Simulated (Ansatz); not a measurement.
Calculated with Ansatz (gas phase, PBE0-D4/def2-TZVP geometries, no zero-point term in ΔE). CCSD(T)/CBS is the MP2 limit (def2-TZVPP, def2-QZVPP) plus CCSD(T) − MP2 in def2-TZVPP, frozen cores. DFT in def2-TZVPP. For Ge outer-core shells are correlated without core-valence functions, which leaves a few kJ/mol of doubt a bond. Scalar relativity is left out up to krypton. Each species was taken in one conformer, which may not be the lowest.

Consider the isomerisation: `OC[O][GeH3]` → `C[O][GeH2][OH]`.

`OC[O][GeH3]`:

```xyz
10

O    -0.248   -0.367   -2.304
C    -0.547   -0.206   -0.961
O     0.638   -0.165   -0.216
Ge    0.544    0.125    1.541
H     0.320    0.362   -2.569
H    -1.163   -1.071   -0.686
H    -1.128    0.717   -0.790
H     2.002    0.141    2.003
H    -0.261   -1.012    2.197
H    -0.157    1.475    1.785
```

`C[O][GeH2][OH]`:

Z-matrix (Å, degrees):
```
C
O 1 1.407
H 1 1.098 2 112.0
H 1 1.092 2 108.1 3 -118.9
H 1 1.099 2 112.4 3 122.1
Ge 2 1.776 1 119.4 3 -72.7
O 6 1.764 2 105.5 1 -162.4
H 6 1.545 2 107.2 1 -42.3
H 6 1.534 2 112.1 1 83.2
H 7 0.960 6 112.2 2 49.5
```

| species | revPBE-D4 energy (Eh) |
| --- | --- |
| `OC[O][GeH3]` | -2269.03931 |
| `C[O][GeH2][OH]` | -2269.07032 |

(1) Work out ΔE.

Largest T1 diagnostic among the species: 0.012.

Answers

(1) ΔE = (-2269.07032) − (-2269.03931) = -0.03101 Eh = -19.5 kcal/mol. CCSD(T)/CBS gives -21.9 kcal/mol.

At CCSD(T), def2-SVP lies +3.8 kcal/mol from the extrapolated value and def2-TZVPP +0.4 kcal/mol. Leaving LDA and LC-ωPBE aside and taking each functional with its dispersion term where it has one, the values, not all of them listed here, spread over 2.5 kcal/mol, from B2PLYP to PBE-D4. LDA lies +2.3 kcal/mol from PBE without D4.
